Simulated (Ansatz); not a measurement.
A further run on the cluster NbTe2 (the lowest doublet isomer of a short search).

```yaml
crystal:
  periodic: [false, false, false]
  atoms:
    - {symbol: Nb, position_ang: [1.493856, 0.265888, -0.001048]}
    - {symbol: Te, position_ang: [-0.984392, 1.201675, 0.116891]}
    - {symbol: Te, position_ang: [-0.509464, -1.467562, -0.115844]}
basis:
  gaussian: {orbitals: def2-SVP}
magnetization: {spin_polarized: true, initial_magnetization: 1}
hamiltonian: {xc: {name: SPW92}}
scf: {lower_state_search: light}
output: {forces: true}
```

```sh
$ ansatz run in.yaml --threads 2 --pin off --events-out ev --progress --plain --max-ram 4352MiB
```

It prints (some lines left out):

```
Functional definition: SPW92
917 factors; their error is unknown
mean field evaluation 1: about -16097.4112 eV, gradient 5.0e1 eV
mean field evaluation 2: about -15999.9267 eV, gradient 9.7e1 eV
mean field evaluation 4: about -16045.0504 eV, gradient 1.1e2 eV
mean field evaluation 8: about -16111.4192 eV, gradient 2.8e-2 eV
mean field evaluation 16: about -16111.5259 eV, gradient 3.3e-1 eV
mean field evaluation 32: about -16111.3385 eV, gradient 2.1e0 eV
mean field evaluation 64: about -16111.3166 eV, gradient 7.8e-3 eV
mean field evaluation 96: about -16111.4487 eV, gradient 8.5e-1 eV
mean field evaluation 128: about -16111.3281 eV, gradient 8.4e-1 eV
mean field evaluation 160: about -16111.3389 eV, gradient 4.1e-1 eV
mean field evaluation 192: about -16111.5238 eV, gradient 3.5e-6 eV
mean field -16111.52384586 eV, -592.0875805522 hartree, gradient 3.5e-6 eV, S^2 1.578970; 15 other end points of the search recorded, 0 dependent functions left out
reference -16111.52387758 eV, -592.0875817180 hartree; 31, 30 occupied and 52, 53 virtual orbitals, 917 factors
Total energy: -16111.52387758 eV, -592.0875817180 hartree
Atom 0 at     1.493856     0.265888    -0.001048 Å, force    -0.314347    -0.055950     0.000221 eV/Å
Atom 1 at    -0.984392     1.201675     0.116891 Å, force     0.160683     0.008251    -0.001830 eV/Å
Atom 2 at    -0.509464    -1.467562    -0.115844 Å, force     0.153664     0.047699     0.001609 eV/Å
Dipole moment:     0.434316     0.075955     0.015150 e Å
```

Run time 21 s (2 threads of Arm Neoverse V1 on a shared host).

In the def2 sets Nb, Te take a core potential; there is no spin–orbit coupling. The charge 0 doublet is spin-contaminated (final ⟨S²⟩ up to 1.58, 0.75 for a pure state).
